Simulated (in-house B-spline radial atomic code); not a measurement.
# Ionising Sn⁷⁺ with different functionals

Computed with a radial B-spline atomic code at the basis-set limit: four-component Dirac-Coulomb Hamiltonian, Fermi nucleus of rms radius 4.6519 fm, spin-restricted, spherical fractional occupations for the functionals. The ionisation energy is the difference of two self-consistent energies, [Kr] 4d7 → [Kr] 4d6, without Breit or QED terms; ε is the level of the shell that loses the electron (mean over j). The electron is taken from both j subshells in proportion to 2j + 1, so the result is a j average, not the step between ground levels.

Hybrids are left out here: with spherical fractional occupations of an open shell their exact exchange keeps a self-interaction that integer-occupation calculations don't have.

| method | rung | ΔSCF (eV) | -ε(4d) (eV) |
| --- | --- | --- | --- |
| LDA VWN5 | LDA | 138.36 | 127.55 |
| relativistic LDA | LDA | 138.37 | 127.56 |
| LDA PW92 | LDA | 138.35 | 127.54 |
| LDA exchange-only | LDA | ? | ? |
| PBE | GGA | 138.20 | 127.39 |
| PBEsol | GGA | ? | ? |
| BLYP | GGA | 137.98 | 127.17 |
| RPBE | GGA | 138.16 | 127.34 |
| PW91 | GGA | 138.30 | 127.49 |
| BP86 | GGA | 138.25 | 127.44 |
| AM05 | GGA | 138.16 | 127.35 |
| OLYP | GGA | 138.74 | 127.89 |

Task: What does LDA exchange-only give?

Result: ΔSCF 136.35 eV, and -ε(4d) = 125.56 eV.

Task: What does PBEsol give?

Result: ΔSCF 138.15 eV, and -ε(4d) = 127.33 eV.

Task: How do they compare with the NIST value?

Result: NIST lists 135 eV ± 2.1 (tabulated theory, ground level to ground level). Errors run from +1.35 to +3.74 eV; all lie within about twice that uncertainty, so the table can't rank the methods.
